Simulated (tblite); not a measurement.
Record of a relaxation.

C3H2F2O2.
SMILES with atom numbers: `[O:1]=[C:2]([OH:3])[CH:4]=[C:5]([F:6])[F:7]` (hydrogens: H8 on O3; H9 on C4)

Computed with GFN2-xTB (tblite), gas phase: L-BFGS steps from a force-field or distance-geometry start until the largest atomic force falls under 0.01 eV/Å. 12 of its 28 geometries are shown.

Step 0: E = -680.0004 eV, largest atomic force 5.711 eV/Å
```
atom  x, y, z in Å  |  force x, y, z in eV/Å
O1      0.995   -1.384    0.168   -0.486   3.664  -0.749
C2      0.871   -0.143   -0.075    3.082  -4.745   0.777
O3      2.042    0.554   -0.324   -1.167   0.708  -0.064
C4     -0.442    0.484   -0.059    0.509   0.475  -0.110
C5     -1.559   -0.195    0.208   -0.005  -0.182  -0.100
F6     -1.605   -1.513    0.466   -0.780   1.799  -0.239
F7     -2.724    0.500    0.183    0.780  -1.498   0.265
H8      2.970    0.164   -0.342   -2.004  -0.332   0.267
H9     -0.532    1.539   -0.251    0.070   0.112  -0.046
```

Step 2: E = -680.4843 eV, largest atomic force 1.313 eV/Å
```
atom  x, y, z in Å  |  force x, y, z in eV/Å
O1      0.992   -1.365    0.163    0.415   0.022  -0.073
C2      0.927   -0.186   -0.069   -0.095  -0.512   0.179
O3      2.016    0.570   -0.326   -0.421   0.456  -0.068
C4     -0.428    0.489   -0.060    0.924  -0.036  -0.055
C5     -1.548   -0.190    0.203    0.788   0.479  -0.259
F6     -1.626   -1.475    0.461   -0.574   0.505  -0.022
F7     -2.709    0.464    0.190    0.069  -0.780   0.175
H8      2.919    0.157   -0.336   -1.290  -0.183   0.166
H9     -0.529    1.543   -0.252    0.184   0.050  -0.043
```

Step 5: E = -680.6898 eV, largest atomic force 0.622 eV/Å
```
atom  x, y, z in Å  |  force x, y, z in eV/Å
O1      1.031   -1.384    0.161    0.366   0.181  -0.067
C2      0.934   -0.205   -0.061   -0.182  -0.067   0.013
O3      1.967    0.606   -0.329   -0.260  -0.020   0.041
C4     -0.374    0.493   -0.064   -0.010   0.179  -0.023
C5     -1.497   -0.161    0.186   -0.507  -0.334   0.133
F6     -1.665   -1.431    0.458    0.218  -0.069  -0.015
F7     -2.695    0.405    0.202    0.125   0.208  -0.060
H8      2.818    0.138   -0.322   -0.190  -0.080   0.031
H9     -0.504    1.546   -0.257    0.440   0.002  -0.052
```

Step 7: E = -680.7292 eV, largest atomic force 0.442 eV/Å
```
atom  x, y, z in Å  |  force x, y, z in eV/Å
O1      1.074   -1.377    0.156   -0.026  -0.422   0.083
C2      0.915   -0.211   -0.058    0.184   0.392  -0.088
O3      1.935    0.614   -0.327    0.019   0.120  -0.025
C4     -0.383    0.493   -0.061    0.044  -0.093   0.003
C5     -1.504   -0.167    0.188   -0.228  -0.022   0.046
F6     -1.655   -1.438    0.458    0.102  -0.054  -0.006
F7     -2.688    0.414    0.200   -0.175   0.111  -0.009
H8      2.778    0.127   -0.316   -0.155   0.056   0.002
H9     -0.457    1.550   -0.264    0.235  -0.089  -0.006
```

Step 10: E = -680.7415 eV, largest atomic force 0.131 eV/Å
```
atom  x, y, z in Å  |  force x, y, z in eV/Å
O1      1.088   -1.381    0.155   -0.034   0.103  -0.017
C2      0.917   -0.209   -0.059   -0.035  -0.123   0.030
O3      1.923    0.628   -0.328   -0.006   0.001   0.002
C4     -0.386    0.484   -0.059   -0.004  -0.051   0.007
C5     -1.516   -0.166    0.190    0.022   0.061  -0.012
F6     -1.647   -1.441    0.457   -0.061   0.066  -0.007
F7     -2.699    0.423    0.199   -0.044  -0.055   0.014
H8      2.753    0.127   -0.314    0.083   0.088  -0.028
H9     -0.419    1.542   -0.266    0.079  -0.091   0.011
```

Step 12: E = -680.7440 eV, largest atomic force 0.109 eV/Å
```
atom  x, y, z in Å  |  force x, y, z in eV/Å
O1      1.086   -1.382    0.155    0.056   0.000  -0.004
C2      0.918   -0.211   -0.058   -0.047  -0.060   0.012
O3      1.922    0.631   -0.328   -0.046  -0.066   0.021
C4     -0.386    0.478   -0.058   -0.013   0.036  -0.001
C5     -1.520   -0.162    0.190   -0.007  -0.020  -0.001
F6     -1.650   -1.438    0.457   -0.077   0.015   0.008
F7     -2.706    0.421    0.199    0.029  -0.024   0.002
H8      2.755    0.135   -0.316    0.064   0.085  -0.025
H9     -0.407    1.534   -0.266    0.041   0.034  -0.011
```

Step 15: E = -680.7466 eV, largest atomic force 0.108 eV/Å
```
atom  x, y, z in Å  |  force x, y, z in eV/Å
O1      1.092   -1.387    0.156    0.011  -0.106   0.019
C2      0.915   -0.220   -0.056    0.049   0.013  -0.006
O3      1.914    0.629   -0.327   -0.005   0.021  -0.004
C4     -0.387    0.474   -0.057    0.015  -0.006   0.002
C5     -1.525   -0.160    0.190   -0.007  -0.025   0.002
F6     -1.662   -1.434    0.457   -0.021  -0.045   0.012
F7     -2.711    0.419    0.200    0.012   0.065  -0.014
H8      2.761    0.154   -0.321   -0.028   0.040  -0.005
H9     -0.385    1.529   -0.267   -0.027   0.042  -0.005
```

Step 17: E = -680.7473 eV, largest atomic force 0.059 eV/Å
```
atom  x, y, z in Å  |  force x, y, z in eV/Å
O1      1.095   -1.392    0.156   -0.003   0.010  -0.003
C2      0.916   -0.224   -0.055    0.009  -0.016   0.005
O3      1.912    0.629   -0.326   -0.007   0.023  -0.005
C4     -0.386    0.473   -0.057    0.011  -0.040   0.006
C5     -1.526   -0.161    0.190    0.012   0.004  -0.001
F6     -1.667   -1.435    0.458   -0.003   0.004  -0.001
F7     -2.711    0.422    0.200    0.027   0.049  -0.014
H8      2.763    0.162   -0.323   -0.013   0.014  -0.001
H9     -0.382    1.530   -0.267   -0.032  -0.048   0.013
```

Step 20: E = -680.7484 eV, largest atomic force 0.088 eV/Å
```
atom  x, y, z in Å  |  force x, y, z in eV/Å
O1      1.098   -1.399    0.157    0.038   0.077  -0.018
C2      0.920   -0.230   -0.054   -0.035  -0.003   0.001
O3      1.907    0.632   -0.327   -0.005  -0.021   0.006
C4     -0.383    0.466   -0.055   -0.009  -0.007   0.002
C5     -1.526   -0.162    0.190   -0.003  -0.001   0.005
F6     -1.675   -1.435    0.459   -0.030   0.033  -0.005
F7     -2.705    0.435    0.196    0.028  -0.009  -0.003
H8      2.763    0.176   -0.326    0.019  -0.011   0.000
H9     -0.384    1.523   -0.266   -0.002  -0.058   0.012
```

Step 22: E = -680.7488 eV, largest atomic force 0.042 eV/Å
```
atom  x, y, z in Å  |  force x, y, z in eV/Å
O1      1.103   -1.399    0.157    0.032   0.009  -0.004
C2      0.919   -0.232   -0.053    0.012   0.016  -0.007
O3      1.904    0.633   -0.326    0.018   0.005  -0.002
C4     -0.383    0.461   -0.054   -0.005  -0.001   0.000
C5     -1.527   -0.162    0.190   -0.012  -0.007   0.005
F6     -1.681   -1.434    0.460   -0.041  -0.005   0.005
F7     -2.702    0.441    0.194   -0.013  -0.005   0.001
H8      2.763    0.182   -0.327    0.008  -0.018   0.003
H9     -0.383    1.517   -0.264    0.000   0.005  -0.001
```

Step 25: E = -680.7493 eV, largest atomic force 0.038 eV/Å
```
atom  x, y, z in Å  |  force x, y, z in eV/Å
O1      1.114   -1.397    0.155   -0.005  -0.037   0.006
C2      0.922   -0.232   -0.054    0.038   0.004   0.001
O3      1.904    0.636   -0.327    0.019   0.028  -0.010
C4     -0.383    0.456   -0.053    0.005  -0.010   0.001
C5     -1.529   -0.164    0.191   -0.004   0.001  -0.005
F6     -1.695   -1.434    0.461   -0.008  -0.022   0.006
F7     -2.700    0.446    0.193   -0.026   0.013   0.002
H8      2.764    0.184   -0.328   -0.010  -0.004   0.002
H9     -0.382    1.511   -0.263   -0.008   0.027  -0.004
```

Step 27: E = -680.7494 eV, largest atomic force 0.005 eV/Å
```
atom  x, y, z in Å  |  force x, y, z in eV/Å
O1      1.117   -1.398    0.155    0.000  -0.004   0.000
C2      0.924   -0.232   -0.054    0.003  -0.001   0.003
O3      1.906    0.637   -0.328    0.001   0.001  -0.001
C4     -0.383    0.454   -0.053    0.000  -0.001   0.001
C5     -1.530   -0.165    0.191   -0.001   0.002  -0.004
F6     -1.700   -1.435    0.462    0.003   0.000   0.001
F7     -2.700    0.448    0.192   -0.003   0.002   0.001
H8      2.764    0.185   -0.328   -0.001   0.000   0.000
H9     -0.384    1.510   -0.263   -0.002   0.001   0.000
```

Task: Summarise the path.

Result: The energy falls by 72.27 kJ/mol from step 0 to step 27; nine tenths of that is first reached at step 4. It falls at every step. The largest force goes from 5.711 to 0.005 eV/Å. Among the bonds O1=C2 changes most, from 1.270 to 1.200 Å; the atoms move by 0.126 Å rms after alignment.

What follows is the cost of the whole relaxation. Time: 0.16 s of wall time. Hardware: one thread, Arm Neoverse N1 (aarch64) (shared host).
